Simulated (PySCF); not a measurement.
F4Hf, SMILES [F][Hf-]([F])([F])[F] (connectivity only; charge and spin as stated), charge -1, multiplicity 2.

The structure is a stationary point at B3LYP-D3(BJ)/def2-SVPD. The multiplicity is an assumed one; other spin states were not compared. The def2 effective core potentials stand for the cores of Hf; spin–orbit coupling is left out.

Computed with ωB97X/def2-SVPD (PySCF).

Gas-phase values at a fixed geometry.

- total energy = -447.40764 hartree
- point group = D2d
- α spin, highest occupied and lowest empty level = -1.90 and 5.18 eV
- β spin, highest occupied and lowest empty level = -8.35 and 3.53 eV
- dipole moment about the centre of nuclear charge = 0.00 D
- mean static polarisability = 68.0 bohr³ (10.08 Å³)
- polarisability, principal values = 52.9, 52.9, 98.2 bohr³
- ⟨S²⟩ = 0.751 (pure state 0.75)
